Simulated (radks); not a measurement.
Cr3+, 21 electrons, occupied as [Ne] 3s2 3p5.75 3d3 4f0.25 (fractional occupations, a model configuration). Method: scalar-relativistic Kohn-Sham, Wu-Cohen GGA, spin-polarised, spherical densities, point nucleus; open shells are filled with parallel spins first; computed with a radial shooting solver on a logarithmic mesh with Libxc functionals. Some entries of the table are withheld. Estimate them.

orbital,occ.,eigenvalue (eV),<r^2> (bohr^2),<r> (bohr)
1s up,1,-5923.004,0.005436,0.06358
1s down,1,-5922.906,0.005436,0.06358
2s up,1,-711.8242,0.1018,0.2935
2s down,1,-710.2784,0.1015,0.2931
2p up,3,-605.6298,0.08331,0.2601
2p down,3,-604.3837,0.08299,0.2597
3s up,1,-117.6172,0.8992,0.8842
3s down,1,-113.6407,0.9046,0.8866
3p up,3,-88.6493,(1),0.9307
3p down,2.75,-84.7521,(2),0.9351
3d up,3,-43.7581,(3),(4)
3d down,0,-40.0565,(5),(6)
4f up,0.25,-10.1615,26.32,4.848

Answer. 
(1) 3p up <r^2> (bohr^2): 1.014
(2) 3p down <r^2> (bohr^2): 1.025
(3) 3d up <r^2> (bohr^2): 1.418
(4) 3d up <r> (bohr): 1.070
(5) 3d down <r^2> (bohr^2): 1.485
(6) 3d down <r> (bohr): 1.092
